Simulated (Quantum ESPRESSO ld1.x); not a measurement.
The numbers below are computed, except where a source is named.
Species: C III. Configuration: 1s1 2s2 3d1 (not the ground configuration).

Code: ld1.x of Quantum ESPRESSO 7.5. Model: Dirac Kohn-Sham, relativistic LDA (MacDonald-Vosko exchange, VWN5 correlation), spin-unpolarised, spherical densities, point nucleus; open shells are shared between the two j in proportion to 2j + 1.

Energy parts (eV):
part                   energy
total                  -654.8
kinetic                 651.6
electron-nucleus      -1424.1
Hartree                 183.9
exchange-correlation    -66.3

Orbitals (lengths in bohr, moments of r in powers of bohr):
orbital  occ.  eigenvalue (eV)   <1/r>    <r^4>    <r^2>
1s1/2       1         -371.413   5.866  0.02047  0.08926
2s1/2       2          -54.416   1.236    4.783    1.663
2p1/2       0          -47.717   1.208    3.793    1.376
2p3/2       0          -47.686   1.207    3.801    1.377
3s1/2       0          -16.065  0.4365    212.0    11.96
3d3/2     0.4          -11.526  0.3844    221.4    11.38
3d5/2     0.6          -11.525  0.3844    221.5    11.38

The highest occupied level is 3d3/2 at -11.526 eV. The configuration is held as typed, so some empty levels lie below it. The density falls to 0.001 e/bohr^3 at r = 3.99 bohr.
